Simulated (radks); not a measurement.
Results of a calculation; reference values are marked as such.
Species: the osmium ion Os63+. Configuration: [Ne] 3s2 4f1 (not the ground configuration). Code: a radial shooting solver on a logarithmic mesh with Libxc functionals. Model: Dirac Kohn-Sham, PBE, spin-unpolarised, spherical densities, point nucleus; open shells are shared between the two j in proportion to 2j + 1.

Unscreened Slater integrals over Kohn-Sham orbitals (eV). Large and small components are both included. Empty in this configuration: 3p1/2.

integral,value
"F0(4f7/2,4f7/2)",89.284
"F2(4f7/2,4f7/2)",49.748
"F4(4f7/2,4f7/2)",33.161
"F6(4f7/2,4f7/2)",24.506
"F0(4f7/2,4f5/2)",89.641
"F2(4f7/2,4f5/2)",49.863
"F4(4f7/2,4f5/2)",33.215
"G2(4f7/2,4f5/2)",49.239
"G4(4f7/2,4f5/2)",32.815
"G6(4f7/2,4f5/2)",24.249
"F0(4f7/2,3s1/2)",103.75
"G3(4f7/2,3s1/2)",33.486
"F0(4f7/2,2p3/2)",111.21
"F2(4f7/2,2p3/2)",14.755
"G2(4f7/2,2p3/2)",3.7880
"G4(4f7/2,2p3/2)",2.4606
"F0(4f7/2,3p1/2)",104.95
"G4(4f7/2,3p1/2)",25.711
"F0(4f5/2,4f5/2)",90.006
"F2(4f5/2,4f5/2)",49.988
"F4(4f5/2,4f5/2)",33.278
"F0(4f5/2,3s1/2)",104.46
"G3(4f5/2,3s1/2)",33.795
"F0(4f5/2,2p3/2)",112.32
"F2(4f5/2,2p3/2)",15.237
"G2(4f5/2,2p3/2)",3.7506
"G4(4f5/2,2p3/2)",2.4367
"F0(4f5/2,3p1/2)",105.71
"G2(4f5/2,3p1/2)",38.853
"F0(3s1/2,3s1/2)",138.15
"F0(3s1/2,2p3/2)",180.11
"G1(3s1/2,2p3/2)",18.780
"F0(3s1/2,3p1/2)",142.48
"G1(3s1/2,3p1/2)",87.699
"F0(2p3/2,2p3/2)",363.06
"F2(2p3/2,2p3/2)",173.06
"F0(2p3/2,3p1/2)",192.96
"G2(2p3/2,3p1/2)",21.443
"F0(3p1/2,3p1/2)",147.97
